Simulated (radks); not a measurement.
Q: These are the eigenvalues of the occupied orbitals of an atom or ion with whole-number occupations (eV). Calculated with a radial shooting solver on a logarithmic mesh with Libxc functionals: Dirac Kohn-Sham, LDA (Slater exchange, Perdew-Wang correlation), spin-unpolarised, spherical densities, point nucleus.

| orbital | eigenvalue |
|---|---|
| 1s1/2 | -46619.24 |
| 2s1/2 | -7641.583 |
| 2p1/2 | -7247.300 |
| 2p3/2 | -6645.204 |
| 3s1/2 | -1698.648 |
| 3p1/2 | -1528.675 |
| 3p3/2 | -1406.839 |
| 3d3/2 | -1111.059 |
| 3d5/2 | -1084.577 |
| 4s1/2 | -362.1866 |
| 4p1/2 | -296.9965 |
| 4p3/2 | -269.9788 |
| 4d3/2 | -162.4599 |
| 4d5/2 | -157.6138 |
| 5s1/2 | -71.1850 |
| 5p1/2 | -52.9319 |
| 5p3/2 | -48.9489 |
| 4f5/2 | -32.9002 |

Which element is it, and in what charge state? The configuration may be excited. Open shells, if any, fill j = l - 1/2 first.

A: Z = 62, samarium, charge +3: Sm3+ in [Xe] 4f5. The list shows which subshells hold electrons but not how many an open one holds; the 1s level, -1713.2 hartree, gives Z - s = 58.5 by -(Z - s)^2/2, which with screening and relativity narrows Z to a few neighbours, and the depths of the outer levels then fix element, charge and occupations together.
